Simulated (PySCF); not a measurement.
Caution: the unrestricted state is spin-contaminated.  The multiplicity is imposed and other spin states were not computed.

Cartesian coordinates (Å):
```xyz
5

Rh     0.3844    -0.1755     0.4605
O      1.2754    -0.5858    -1.1138
H      1.3078     0.0671    -1.8313
O     -1.2765     0.1507     1.2063
H     -1.9163    -0.5778     1.2599
```
Charge 0, spin multiplicity 2.

What is the computed dipole moment, total energy, charge on the central atom (Mulliken), spin population on the central atom (Mulliken) and highest occupied spin orbital (r2SCAN-D4/def2-TZVP // r2SCAN-D4/def2-SVP (PySCF))?


| Item | Value |
|---|---|
| dipole moment | 0.58 D |
| total energy | -262.2192 Ha |
| charge on the central atom (Mulliken) | 0.67 e |
| spin population on the central atom (Mulliken) | 0.90 |
| highest occupied spin orbital | -5.57 eV |
